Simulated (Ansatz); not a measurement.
Ideal-gas functions of CH3ClN2Si (`N[SiH]1N=C1Cl`) at 500 K and 1 bar, from an Ansatz frequency run at PBE0-D4/def2-TZVP.

Molar mass 106.59 g/mol, point group C1 (symmetry number 1), electronic degeneracy 1, moments of inertia 49.342, 322.998, 343.454 u Å². Harmonic wavenumbers (cm⁻¹, unscaled): 126, 205, 273, 285, 347, 404, 459, 636, 706, 760, 904, 932, 1125, 1572, 1578, 2296, 3627, 3729.

Use S(trans) = R[1.5 ln M + 2.5 ln T − 1.1517]; rotational temperatures θ = 24.2544 K / I; S(rot) = R[ln(√π/σ · √(T³/θAθBθC)) + 1.5]; for each mode x = 1.438777 ν̃/T, S = R[x/(eˣ − 1) − ln(1 − e⁻ˣ)] and H = RT x/(eˣ − 1); 1 cm⁻¹ = 0.0119627 kJ/mol; R = 8.31446 J/(mol·K).

Task: By hand: the entropy, in J/(mol·K).

Result: Translation 177.8. Rotation: θ = 0.4916, 0.0751, 0.0706 K, giving 119.5. Vibration, mode by mode: 16.80, 12.82, 10.53, 10.19, 8.66, 7.52, 6.58, 4.36, 3.72, 3.29, 2.37, 2.23, 1.43, 0.50, 0.50, 0.09, 0.00, 0.00, in all 91.6. Electronic 0.0. Sum 388.9 J/(mol·K).

Task: By hand: H − E and G − E in kJ/mol, counted from the electronic energy.

Result: Zero-point energy ½ × 19964 × 0.0119627 = 119.4; thermal vibration 25.1; translation, rotation and pV give 4 RT = 16.6. H − E = 161.1 kJ/mol, and G − E = 161.1 − 500 × 388.9/1000 = -33.3 kJ/mol.

Vibration gives 24 % of the entropy, 16.8 J/(mol·K) of it from the mode under 150 cm⁻¹: soft modes count most, and the harmonic formula is weakest for them. The sum counts one conformer and one mirror image; others add a mixing term.
